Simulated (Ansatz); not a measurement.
Species: H₄BNO₂, SMILES `NB(O)O` (charge 0, multiplicity 1).

Problem. Give a relaxed geometry from B3LYP-D3(BJ)/def2-TZVP (Ansatz, a program for electronic structure).

Solution. One answer among several that fit: the end point of this relaxation, one of several conformers (outside a Z-matrix the atoms follow the SMILES, hydrogens last).
Cartesian coordinates (Å) in one orientation:
```xyz
8

N      1.132    -0.272    -0.031
B     -0.262    -0.050     0.045
O     -1.063    -1.079     0.480
O     -0.872     1.144    -0.291
H      1.530    -1.158     0.225
H      1.804     0.408    -0.334
H     -1.991    -0.828     0.496
H     -0.278     1.836    -0.589
```
